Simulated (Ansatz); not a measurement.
```yaml
atoms:
  - { symbol: C, position_ang: [0.0306, 0.0043, -0.0393] }
  - { symbol: H, position_ang: [0.6607, 0.6198, 0.6738] }
  - { symbol: H, position_ang: [0.6828, -0.6375, -0.6444] }
  - { symbol: H, position_ang: [-0.5955, 0.6169, -0.6070] }
  - { symbol: H, position_ang: [-0.6741, -0.6232, 0.6061] }
```

Basis set: 6-31G (spherical functions). Frozen core: 1 orbital. Charge 0, multiplicity 1.

Computed with Ansatz (development build ahead of 0.2.0); each method stands on the lowest determinant of its kind that the runs found. Restricted open shells among the atoms or ions are ROHF, correlated in semicanonical orbitals with singles.

The atomization energy at this shape (free ground-state atoms in the same class of orbitals less the molecule, no zero-point energy) of singlet CH₄:

```tsv
method	atomization energy
RHF-MP2	364.25 kcal/mol
```

**Question.** What does RHF give?

**Answer.** 316.78 kcal/mol.

This basis has no polarisation functions and is too small for such energies, which can lie far from measured ones in either direction.
